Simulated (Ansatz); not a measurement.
C2H3BO. Charge 0, multiplicity 1. The bonds changed during the relaxation, so this is another structure than the one it started from. The geometry is a stationary point of PBE0-D4/def2-TZVP.

```xyz
7

B    -0.019   -1.173   -0.825
C    -0.506   -0.070   -0.135
C     0.353    0.825    0.637
O     1.551    0.711    0.760
H     0.374   -2.110   -1.414
H    -1.570    0.157   -0.157
H    -0.181    1.661    1.134
```

Problem. What is the dipole moment at ωB97M-V/def2-TZVPP? (Estimate.)

Solution. Computed: 3.39 D, with components (-2.62, -1.53, -1.51) D in this frame, pointing from negative to positive charge.

Problem. And with PBE, r2SCAN, B3LYP? (Best estimate.)

Solution. The calculation gave: PBE 3.24 D, r2SCAN 3.38 D, B3LYP 3.42 D.

Problem. Give the Mulliken charges with ωB97M-V, r2SCAN, PBE in def2-TZVPP. (An estimate is asked.)

Solution. Ansatz gave: 
```json
{"atom": "B1", "ωB97M-V": "0.00", "r2SCAN": "0.07", "PBE": "0.01"}
{"atom": "C2", "ωB97M-V": "-0.14", "r2SCAN": "-0.13", "PBE": "-0.06"}
{"atom": "C3", "ωB97M-V": "0.14", "r2SCAN": "0.20", "PBE": "0.08"}
{"atom": "O4", "ωB97M-V": "-0.32", "r2SCAN": "-0.34", "PBE": "-0.26"}
{"atom": "H5", "ωB97M-V": "0.14", "r2SCAN": "0.07", "PBE": "0.07"}
{"atom": "H6", "ωB97M-V": "0.11", "r2SCAN": "0.10", "PBE": "0.11"}
{"atom": "H7", "ωB97M-V": "0.07", "r2SCAN": "0.03", "PBE": "0.04"}
```

B3LYP here is the variant with VWN-RPA as its local correlation; programs differ in this.
